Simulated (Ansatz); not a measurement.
One change: `C[O][In]([F])[Cl]` becomes `[F][In]([Cl])[O][SiH3]`.

Ansatz, PBE0-D4/def2-TZVP geometries, multiplicity 1. Each molecule was computed in one conformer, which needn't be the lowest.

Elements past krypton have def2 core potentials.

```
                             property  `C[O][In]([F])[Cl]`
 HOMO–LUMO gap (PBE0/def2-TZVPP) / eV                 5.70
   HOMO energy (PBE0/def2-TZVPP) / eV                -8.31
HOMO–LUMO gap (B3LYP/def2-TZVPP) / eV                 5.14
    HOMO energy (PBE/def2-TZVPP) / eV                -6.78
  LUMO energy (B3LYP/def2-TZVPP) / eV                -2.95
  HOMO energy (B3LYP/def2-TZVPP) / eV                -8.09
```

Question: What does the change do to each property? (Estimate.)

Answer: Ansatz gave: 
```tsv
property	`[F][In]([Cl])[O][SiH3]`	shift
HOMO–LUMO gap (PBE0/def2-TZVPP) / eV	6.03	0.33
HOMO energy (PBE0/def2-TZVPP) / eV	-8.89	-0.58
HOMO–LUMO gap (B3LYP/def2-TZVPP) / eV	5.49	0.35
HOMO energy (PBE/def2-TZVPP) / eV	-7.46	-0.68
LUMO energy (B3LYP/def2-TZVPP) / eV	-3.20	-0.25
HOMO energy (B3LYP/def2-TZVPP) / eV	-8.69	-0.60
```

With PBE0 the HOMO falls by 0.58 eV and the LUMO falls by 0.25 eV, so the gap widens by about 0.33 eV. PBE moves the HOMO by -0.68 eV and ωB97M-V by -0.49 eV.

B3LYP here is the variant with VWN-RPA as its local correlation; programs differ in this.
